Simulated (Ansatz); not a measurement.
C$_{3}$H$_{7}$FOSi, SMILES `C=C[SiH](F)OC` at its PBE0-D4/def2-TZVP geometry, where that method's forces vanish. Charge 0, multiplicity 1.

| atom | x (Å) | y (Å) | z (Å) |
| --- | --- | --- | --- |
| C1 | -1.1746 | 0.1377 | -1.5993 |
| C2 | 0.1486 | -0.0026 | -1.5724 |
| Si3 | 1.1778 | 0.5587 | -0.1411 |
| F4 | 2.3780 | -0.4908 | 0.0069 |
| O5 | 0.3127 | 0.6324 | 1.2336 |
| C6 | -0.3132 | -0.4590 | 1.8751 |
| H7 | -1.7752 | -0.1746 | -2.4491 |
| H8 | -1.7180 | 0.5771 | -0.7669 |
| H9 | 0.6391 | -0.4466 | -2.4375 |
| H10 | 1.7782 | 1.8960 | -0.3172 |
| H11 | 0.4207 | -1.0537 | 2.4259 |
| H12 | -1.0458 | -0.0643 | 2.5807 |
| H13 | -0.8283 | -1.1102 | 1.1614 |

Question: For each bond, give half the difference of the two atoms' forces along it (eV/Å; positive pushes the atoms apart) under PBE-D4, r2SCAN-D4, B3LYP-D4, ωB97M-V in def2-TZVPP. (Best estimate.)

Answer: Computed: 
```tsv
bond	length (Å)	PBE-D4	r2SCAN-D4	B3LYP-D4	ωB97M-V
C1–C2	1.331	0.35	0.20	0.12	0.03
C1–H7	1.086	0.01	-0.07	-0.09	-0.06
C1–H8	1.087	0.03	-0.04	-0.07	-0.05
C2–Si3	1.850	-0.24	-0.09	0.02	0.03
C2–H9	1.089	0.05	-0.02	-0.08	-0.07
Si3–F4	1.601	0.46	0.04	0.19	0.16
Si3–O5	1.626	0.24	-0.03	0.01	0.00
Si3–H10	1.476	-0.02	-0.03	-0.19	-0.23
O5–C6	1.412	0.22	0.30	0.31	0.26
C6–H11	1.093	0.09	-0.06	-0.09	-0.11
C6–H12	1.091	0.08	-0.06	-0.12	-0.10
C6–H13	1.095	0.07	-0.06	-0.09	-0.10
```

B3LYP here is the variant with VWN-RPA as its local correlation; programs differ in this.
